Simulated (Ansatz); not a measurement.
`B[SiH](F)Cl` → `FB[SiH2]Cl`  (isomerisation)

Calculated with Ansatz (gas phase, PBE0-D4/def2-TZVP geometries, no zero-point term in ΔE). CCSD(T)/CBS adds triple-zeta CCSD(T) − MP2 to the extrapolated MP2 energy (def2 sets, frozen cores). Functionals use def2-TZVPP. One conformer a species, not always the lowest.

```tsv
level	ΔE (kJ/mol)
revPBE-D4	-8.3
BHLYP-D4	3.0
B2PLYP	-0.3
PBE0	-6.6
r2SCAN0	-0.2
CAM-B3LYP	-2.1
LC-ωPBE	-3.9
CCSD(T)/def2-SVP	-28.4
```

Question: What does CCSD(T)/CBS give? (An estimate is asked.)

Answer: Computed: +3.4 kJ/mol. The listed levels differ from it by -11.7, -0.4, -3.7, -10.0, -3.6, -5.5, -7.3, -31.8 kJ/mol.

Largest T1 diagnostic among the species: 0.012.

In def2-TZVPP, CCSD(T) changes the Hartree–Fock value by −7.1 kJ/mol (the triples alone add −1.8 kJ/mol) and MP2 by −3.4 kJ/mol. From PBE to PBE0 (25 % exact exchange), in def2-TZVPP and without D4, ΔE moves by +4.4 kJ/mol.
